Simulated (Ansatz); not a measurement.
`N#C[CH2][AlH2]` + `CB[TeH]` → `CB[Te][AlH2]` + acetonitrile at 500 K and 1 bar (ligand exchange at the Al–C bond).

Program: Ansatz. Geometries: PBE0-D4/def2-TZVP. ΔE: electronic, gas phase. CCSD(T)/CBS adds triple-zeta CCSD(T) − MP2 to the extrapolated MP2 energy (def2 sets, frozen cores). This one scheme is used for every species. def2 core potentials past Kr. For Te outer-core shells are correlated without core-valence functions, which leaves a few kJ/mol of doubt a bond. Each species was taken in one conformer, which may not be the lowest.

| species | CCSD(T)/CBS energy (Eh) | H − E (kJ/mol) | S (J/(mol·K)) |
| --- | --- | --- | --- |
| `N#C[CH2][AlH2]` | -375.19563 | 165.2 | 368.9 |
| `CB[TeH]` | -333.59211 | 181.3 | 356.9 |
| `CB[Te][AlH2]` | -576.23333 | 214.4 | 435.3 |
| `CC#N` | -132.59492 | 143.3 | 273.0 |

H − E and S are ideal-gas, rigid-rotor, harmonic terms from PBE0-D4/def2-TZVP, for one conformer and one mirror image of each species. 1 Eh = 2625.50 kJ/mol, R = 8.31446 J/(mol·K).

**Question.** By hand: ΔE, ΔH, ΔS and ΔG.

**Answer.** ΔE = (-576.23333) + (-132.59492) − (-375.19563) − (-333.59211) = -0.04051 Eh = -106.4 kJ/mol. Δ(H − E) = 214.4 + 143.3 − 165.2 − 181.3 = 11.2, so ΔH = -95.2 kJ/mol. ΔS = 435.3 + 273.0 − 368.9 − 356.9 = -17.5 J/(mol·K). ΔG = -95.2 − 500 × (-17.5)/1000 = -86.5 kJ/mol.

**Question.** By hand: the equilibrium constant, and the temperature at which ΔG would vanish if ΔH and ΔS stayed fixed.

**Answer.** log₁₀ K = −ΔG/(RT ln 10) = 9.0. ΔG = 0 at ΔH/ΔS = 5440 K, far beyond where these terms or the molecules hold.

ΔH outweighs TΔS. A doubt of 5 kJ/mol in ΔE shifts log₁₀ K by 0.5 here. Other conformers and mirror images would add mixing entropy, several J/(mol·K) or more a flexible species. Modes under 60 cm⁻¹, often nearly free rotors, make the harmonic entropy too high. These are equilibria of isolated gas molecules and say nothing of rates. Largest T1 diagnostic: 0.013 (customary marks: 0.02 for closed shells, 0.045 for open ones).
